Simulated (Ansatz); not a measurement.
Coupled-cluster diagnostics for (H2Al-mu-Br)2 (Al₂H₄Br₂), Ansatz.

Geometry of the singlet (PBE0-D4/def2-SVP):

```xyz
8

Al   -0.7526   -0.5989    1.4133
H    -2.3040   -0.8650    1.3115
H     0.1857   -0.8192    2.6619
Br    0.3245   -1.6735   -0.5363
Al    0.7524    0.5989   -1.4134
H    -0.1898    0.8176   -2.6594
H     2.3039    0.8665   -1.3163
Br   -0.3201    1.6736    0.5387
```

Correlated methods freeze 28 core orbitals; core or outer-core shells of Br are correlated, in sets that lack core-valence functions.

(1) Estimate the CCSD(T) correlation energy, the shares of MP2 and (T), T1 and the reference's ⟨S²⟩ for: charge 0, singlet, own geometry in def2-TZVP; and the rough time on 4 threads of Arm Neoverse V1 on a shared host.

Results:

(1) 
```json
{"state": "charge 0, singlet, own geometry", "basis": "def2-TZVP", "correlation (eV)": "-21.250", "MP2 share (%)": "91.7", "(T) share (%)": "3.2", "T1": "0.007", "⟨S²⟩ (pure)": "0.00 (0.00)", "wall time": "76 s"}
```
Customary marks for T1 are 0.02 (closed shells), 0.045 (open shells) and about 0.05 (3d metals). T1 stays under 0.02 throughout.
